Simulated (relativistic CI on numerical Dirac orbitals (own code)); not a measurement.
# Crystal-field levels of Os⁶⁺, 5d2

Calculated by Dirac-Coulomb-Breit CI, separate exchange-only KLI orbitals for each configuration, a model potential for QED, one configuration in a parametric crystal field, unscaled Slater integrals (own radial code). With so little scaling, terms lie 10 to 35 % too far apart, which can change the order of excited levels.

Field parameters in Wybourne normalisation: Oh B⁴₀ = 21Dq, B⁴₄ = √(5/14) B⁴₀. The field is a parameter set, without covalency.

S and J are read from ⟨S²⟩ = S(S + 1) and ⟨J²⟩ = J(J + 1) of each level; they are not fictitious spins.

Oh, 10Dq = 10000 cm⁻¹, the lowest 16 levels:

```tsv
E (cm⁻¹)	Degeneracy	Irrep	S	J
0.0	2	E	0.96	2.13
1305	3	T2	0.94	2.27
9534	3	T1	1.00	3.17
13315	3	T2	0.92	3.04
13346	1	A1	0.96	3.52
15033	1	A2	1.00	3.00
19713	3	T1	0.96	3.71
20600	2	E	0.84	3.80
21590	2	E	0.59	2.67
22992	3	T2	0.53	2.42
23914	1	A1	0.96	1.65
27142	3	T2	0.75	3.67
28252	3	T1	0.99	1.41
34582	3	T2	0.81	3.24
34741	2	E	0.78	2.89
36839	1	A1	0.12	3.77
```

Oh, 10Dq = 41950 cm⁻¹, the lowest 16 levels:

```tsv
E (cm⁻¹)	Degeneracy	Irrep	S	J
0.0	2	E	0.97	2.51
550	3	T2	0.96	2.61
7337	3	T1	1.00	3.29
9085	1	A1	0.97	3.49
18455	3	T2	0.16	3.18
19304	2	E	0.13	3.12
37156	1	A1	0.23	2.93
42572	1	A2	1.00	3.00
44029	3	T2	0.97	2.95
45791	3	T1	0.98	3.39
46139	2	E	0.99	3.46
54401	1	A1	0.93	1.71
55300	3	T1	0.97	1.85
56302	3	T2	0.70	2.73
59718	2	E	0.98	2.47
63432	3	T2	0.56	2.68
```

Oh, 10Dq = 33950 cm⁻¹, the lowest 16 levels:

| E (cm⁻¹) | Degeneracy | Irrep | S | J |
| --- | --- | --- | --- | --- |
| 0.0 | 2 | E | 0.96 | 2.46 |
| 681 | 3 | T2 | 0.96 | 2.58 |
| 7681 | 3 | T1 | 1.00 | 3.29 |
| 9604 | 1 | A1 | 0.96 | 3.49 |
| 18434 | 3 | T2 | 0.23 | 3.16 |
| 19649 | 2 | E | 0.15 | 3.09 |
| 35109 | 1 | A2 | 1.00 | 3.00 |
| 36279 | 1 | A1 | 0.37 | 2.89 |
| 36881 | 3 | T2 | 0.95 | 2.92 |
| 38438 | 3 | T1 | 0.98 | 3.42 |
| 38921 | 2 | E | 0.99 | 3.52 |
| 47547 | 1 | A1 | 0.84 | 1.95 |
| 47885 | 3 | T1 | 0.98 | 1.81 |
| 48927 | 3 | T2 | 0.67 | 2.81 |
| 52510 | 2 | E | 0.97 | 2.48 |
| 56034 | 3 | T2 | 0.60 | 2.65 |

The free-ion ground term has S = 1. Every field shown keeps that spin.

Levels of this model without a field, named by their leading LS term: ³F2 0, ³F3 9419, ³F4 17289, ³P0 18293, ¹D2 20986, ³P1 23633, ¹G4 32653, ³P2 34111 cm⁻¹.
